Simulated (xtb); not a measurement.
xtb input:

```bash
xtb mol.xyz --gfn 1 --sp --chrg -1 --uhf 0
```
mol.xyz:
```
15

C      0.58105689    -1.38511561    -1.32231240
Ge     0.02900692    -0.07944728    -0.09458183
C     -1.85865584     0.65945300     0.06860488
C      1.13984088     1.57706510    -0.18521629
N      0.24260408    -0.70733166     1.70706389
H      0.86487425    -0.96896768    -2.29396198
H     -0.13031814    -2.20747413    -1.44897213
H     -2.57357128    -0.16336547     0.15820667
H     -2.11225421     1.22864245    -0.82953786
H     -1.96803739     1.31555149     0.93924302
H      2.19626438     1.30652553    -0.22809213
H      0.97010331     2.19170020     0.70168182
H      0.89474399     2.16470090    -1.07408193
H      0.71723074    -1.60334798     1.64472635
H     -0.65893755    -0.87874592     2.14150248
```

### Question
Which total energy does the run end on?

### Answer
-16.76622 Eh (GFN1-xTB).

It need not be the lowest isomer of its formula. Whether it binds its extra electron was not tested at this geometry.
